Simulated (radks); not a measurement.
All-electron atom: Mo35+ in [He] 2s2 2p3.

All-electron calculation, scalar-relativistic Kohn-Sham, r2SCAN, spin-unpolarised, spherical densities, finite nucleus; meta-GGA in the generalised Kohn-Sham scheme; Fermi nuclear charge, rms radius 4.4091 fm. Program: a radial shooting solver on a logarithmic mesh with Libxc functionals.

Energy parts (Ry):
total: -5495.33791
kinetic: 5721.32579
electron-nucleus: -11574.97974
Hartree: 460.79763
exchange-correlation: -102.48160

Orbitals (lengths in bohr, moments of r in powers of bohr; r(90%) holds 90 % of the orbital's charge):
| orbital | occ. | eigenvalue (Ry) | r(90%) |
|---|---|---|---|
| 1s | 2 | -1645.469 | 0.0628 |
| 2s | 2 | -366.9264 | 0.225 |
| 2p | 3 | -349.1227 | 0.204 |

The highest occupied level is 2p at -4750.1 eV. Summed over all electrons, <r^2> = 0.1122 bohr^2, which gives a Langevin (diamagnetic) susceptibility term of -0.0888 x 10^-6 cm^3/mol. The electron density at the nucleus is 9.198e+04 e/bohr^3 (large components only).
